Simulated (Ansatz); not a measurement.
Ansatz (a quantum-chemistry and plane-wave program) input:
A basis named .json is the Basis Set Exchange file of that set.

Ansatz 0.2 input:
```yaml
crystal:
  periodic: [false, false, false]
  atoms:
    - {symbol: C, position_ang: [-1.27726357, 0.52594684, 0.08080233]}
    - {symbol: C, position_ang: [-1.07437100, -0.85180271, -0.00518578]}
    - {symbol: N, position_ang: [0.14310714, -1.39838559, -0.08476388]}
    - {symbol: C, position_ang: [1.17666305, -0.59810344, -0.08085814]}
    - {symbol: N, position_ang: [1.04697866, 0.74328450, 0.00014731]}
    - {symbol: C, position_ang: [-0.16333249, 1.33070628, 0.08174717]}
    - {symbol: H, position_ang: [-2.26719343, 0.95312950, 0.14453253]}
    - {symbol: H, position_ang: [-1.91135826, -1.54022777, -0.01062920]}
    - {symbol: H, position_ang: [2.18208924, -0.99606322, -0.14355622]}
    - {symbol: H, position_ang: [1.88370071, 1.31895559, -0.00077190]}
    - {symbol: H, position_ang: [-0.18801480, 2.40943177, 0.14370733]}
basis:
  gaussian:
    orbitals: cc-pwCVTZ.json
total_charge: 1
magnetization: {spin_polarized: false}
correlation: {method: ccsd_t, electrons: outside_noble_gas}
```

Problem. Which total energy does the run end on?

Solution. -264.22964 Eh (CCSD(T)/cc-pwCVTZ).

It need not be the lowest isomer of its formula.
